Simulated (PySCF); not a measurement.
Species: CH₈GeOSi.
Structure used (PBE0-D3(BJ)/def2-SVP), in Å, numbered top down from 1:
```xyz
12
CH8GeOSi angstrom
C      2.2616    0.3862    0.2756
O      0.8885    0.6380    0.2043
Ge    -0.2331   -0.7037   -0.1749
Si    -2.3944    0.2882   -0.1416
H      2.6747   -0.0007   -0.6772
H      2.5211   -0.3401    1.0717
H      2.7812    1.3308    0.5041
H      0.1553   -1.2887   -1.5548
H     -0.0507   -1.8097    0.8933
H     -3.4127   -0.7379   -0.5240
H     -2.4479    1.4169   -1.1174
H     -2.7013    0.7940    1.2293
```

Linear response at CAM-B3LYP/def2-SVPD (PySCF, frozen core in the response, non-relativistic). Relativistic effects, spin–orbit coupling among them, are left out although an element past zinc is present.

Static isotropic polarisability: 80.02 au (11.86 Å³), principal values 70.0, 73.3, 96.8 au.

Problem. What is the polarisability at 1064 nm and at the sodium D line?

Solution. 80.89 au at 1064 nm (+1.1 %), 82.94 au at 589.3 nm (+3.6 %). The rise at 589.3 nm is 3.37 times that at 1064 nm; a pure ω² law gives 3.26. The lowest singlet lies at 193 nm, shorter than both wavelengths.

Problem. What is the isotropic C6 coefficient between two such molecules, C6 = (3/π)∫α(iω)² dω?

Solution. 2205 au (Eh·bohr⁶) by a ten-point quadrature over imaginary frequencies, which is 1320 eV·Å⁶ or 127 J·nm⁶/mol.

Problem. Which effective excitation energy ω̄ makes London's formula C6 = (3/4)α²ω̄ exact here?

Solution. ω̄ = 4·C6/(3α²) = 0.459 Eh = 12.5 eV. A one-pole form α(ω) = α/(1 − ω²/ω̄²) fitted to the 1064 nm value gives 11.3 eV. London's choice of the ionisation energy (9.97 eV, ΔSCF at the same level) gives C6 = 1760 au, 20 % too low.

Problem. What n − 1 at the D line would an ideal gas of it have at 273.15 K and 1 atm (2.6868 × 10¹⁹ cm⁻³), by n − 1 = 2π·N·α′?

Solution. 20.75 × 10⁻⁴, a formal value whether or not that pressure can be reached.

Problem. The lowest 10 singlets have (eV, f): 6.42, 0.000; 6.84, 0.016; 7.28, 0.039; 7.54, 0.047; 7.62, 0.092; 7.65, 0.048; 7.78, 0.013; 7.89, 0.026; 8.02, 0.473; 8.14, 0.002. What share of the static polarisability do they carry in the sum over states α = Σ f/ω²?

Solution. 9.13 au, 11.4 % of α; the largest term, 5.44 au, is that of the state at 8.02 eV. Their oscillator strengths add up to 0.76. Higher states carry the rest.

Problem. What molar refraction at the D line follows from R = (4π/3)·N_A·α′, with α′ the polarisability volume?

Solution. α′ = 12.29 Å³ gives R = 31.00 cm³/mol, for isolated, non-vibrating species.

Problem. What three-body coefficient follows from the one-pole estimate C9 = (3/4)·α·C6?

Solution. 132000 au. This is an estimate from the two numbers above, not a computed integral.

Problem. How anisotropic is the static polarisability, by Δα² = ½[(α1 − α2)² + (α2 − α3)² + (α3 − α1)²]?

Solution. Δα = 25.4 au, or 0.32 of the isotropic value.

One conformer stands for the species.
